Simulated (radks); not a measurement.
The numbers below are computed, except where a source is named.
Problem. All-electron atom: Kr III in [Ar] 3d9.5 4s1.5 4p5 (fractional occupations, a model configuration). Code: a radial shooting solver on a logarithmic mesh with Libxc functionals. Model: Dirac Kohn-Sham, LDA (Slater exchange, Perdew-Wang correlation), spin-unpolarised, spherical densities, finite nucleus; open shells fill j = l - 1/2 first; Fermi nuclear charge, rms radius 4.1884 fm.

Spin-orbit splittings of the eigenvalues, e(l+1/2) - e(l-1/2), with zeta = 2 splitting/(2l+1) and mean radii in bohr:

shell  occ.  splitting (eV)  zeta (eV)  <r> j=l-1/2  <r> j=l+1/2
2p        6           53.72      35.81       0.1575       0.1614
3p        6               ?          ?       0.5309       0.5412
3d      9.5           1.341     0.5362       0.5447       0.5485
4p        5          0.8799     0.5866        1.672        1.702

Estimate the 3p splitting.

Solution. 8.028 eV (zeta = 5.352 eV).
